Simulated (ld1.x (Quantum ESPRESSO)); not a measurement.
# What one change does to a pseudopotential (O, TM)

oxygen (O), norm-conserving Troullier–Martins (Kleinman–Bylander form), made with ld1.x (Quantum ESPRESSO) 7.5 (PBE, scalar-relativistic). Core [He], reference 2s2 2p4. Waves: 2s (bound): rc 0.85 bohr; 3d channel at -0.05 Ry: rc 2.10 bohr; 2p (bound): rc 2.10 bohr. Local part: the p channel. Core correction: a·sin(br)/r model core inside 0.65 bohr.

All-electron outer shells of the reference configuration (PBE, scalar-relativistic, ld1.x):

```csv
shell,level (eV),outermost node (bohr),outermost maximum (bohr)
1s,-514.70,–,0.13
2s,-23.96,0.28,0.87
2p,-9.03,–,0.82
```

Change: local potential all-electron potential smoothed inside 0.85 bohr (lloc = -1).

Cutoffs: the cutoffs (Ry, on a coarse ladder) from which the occupation-weighted sum of valence levels, in a spherical-Bessel basis at the reference potential, stays within 10 and 1 mRy of its value at 400 Ry; they do not see the model core or the augmentation charge, which bear on the density cutoff. Errors are all-electron minus pseudo energies relative to the spin-unpolarised reference configuration.

Q: Predict the effect on cutoff, ghosts and configuration errors.

A: The potential gets neither clearly harder nor softer (80 Ry and 180 Ry → 80 Ry and 180 Ry); of the 7 tests that both files solve, the error grows in 2 and shrinks in 2 by more than 15 % and 0.3 meV (median size 62.2 → 81.1 meV); the range in which the s phases agree widens (upper end 0.4 → at the end of the scan); neither file shows a bound ghost.

| quantity | base | changed |
| --- | --- | --- |
| cutoff, loose | 80 Ry | 80 Ry |
| cutoff, tight | 180 Ry | 180 Ry |
| bound ghosts | none | none |
| error for 2s2 2p3, meV [ΔE 16.43 eV] | +25 | +81 |
| error for 2s2 2p2, meV [ΔE 50.02 eV] | +516 | +696 |
| error for 2s2 2p1, meV [ΔE 103.89 eV] | +2438 | +2685 |
| error for 2s1 2p4, meV [ΔE 31.66 eV] | -257 | -178 |
| error for 2s2 2p4.3, meV [ΔE -2.12 eV] | -3.1 | +1.3 |
| error for 2s0 2p6, meV [ΔE 29.94 eV] | -62 | -57 |
| error for 2s1 2p5, meV [ΔE 14.95 eV] | -17 | -16 |
| s: phases at 2.29 bohr within 0.05 rad from the reference energy up to (Ry; the scan ends near 5) | 0.4 | to the end of the scan |
| p: phases at 2.29 bohr within 0.05 rad from the reference energy up to (Ry; the scan ends near 5) | 0.6 | 1.3 |
| d: phases at 2.29 bohr within 0.05 rad from the reference energy up to (Ry; the scan ends near 5) | 4.2 | to the end of the scan |
